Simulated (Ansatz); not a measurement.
`[F][Sb]([SiH3])[SiH3]` + HCl → `[SiH3][Sb]([SiH3])[Cl]` + H–F at 400 K and 1 bar (ligand exchange at the Sb–F bond).

Program: Ansatz. Geometries: PBE0-D4/def2-TZVP. ΔE: electronic, gas phase. CCSD(T)/CBS adds triple-zeta CCSD(T) − MP2 to the extrapolated MP2 energy (def2 sets, frozen cores). This one scheme is used for every species. def2 core potentials past Kr. For Sb outer-core shells are correlated without core-valence functions, which leaves a few kJ/mol of doubt a bond.

```tsv
species	CCSD(T)/CBS energy (Eh)	H − E (kJ/mol)	S (J/(mol·K))
`[F][Sb]([SiH3])[SiH3]`	-921.59420	173.4	441.3
HCl	-460.38127	29.6	195.4
`[SiH3][Sb]([SiH3])[Cl]`	-1281.59882	172.9	448.2
H–F	-100.39570	36.5	182.2
```

H − E and S are ideal-gas, rigid-rotor, harmonic terms from PBE0-D4/def2-TZVP. 1 Eh = 2625.50 kJ/mol, R = 8.31446 J/(mol·K).

Task: By hand: ΔE, ΔH, ΔS and ΔG.

Result: ΔE = (-1281.59882) + (-100.39570) − (-921.59420) − (-460.38127) = -0.01905 Eh = -50.0 kJ/mol. Δ(H − E) = 172.9 + 36.5 − 173.4 − 29.6 = 6.4, so ΔH = -43.6 kJ/mol. ΔS = 448.2 + 182.2 − 441.3 − 195.4 = -6.3 J/(mol·K). ΔG = -43.6 − 400 × (-6.3)/1000 = -41.1 kJ/mol.

Task: By hand: the equilibrium constant, and the temperature at which ΔG would vanish if ΔH and ΔS stayed fixed.

Result: log₁₀ K = −ΔG/(RT ln 10) = 5.4. ΔG = 0 at ΔH/ΔS = 6921 K, far beyond where these terms or the molecules hold.

The number of gas molecules stays the same, so ΔS is small and ΔH decides. A doubt of 5 kJ/mol in ΔE shifts log₁₀ K by 0.7 here. Modes under 60 cm⁻¹, often nearly free rotors, make the harmonic entropy too high. These are equilibria of isolated gas molecules and say nothing of rates. Largest T1 diagnostic: 0.014 (customary marks: 0.02 for closed shells, 0.045 for open ones).
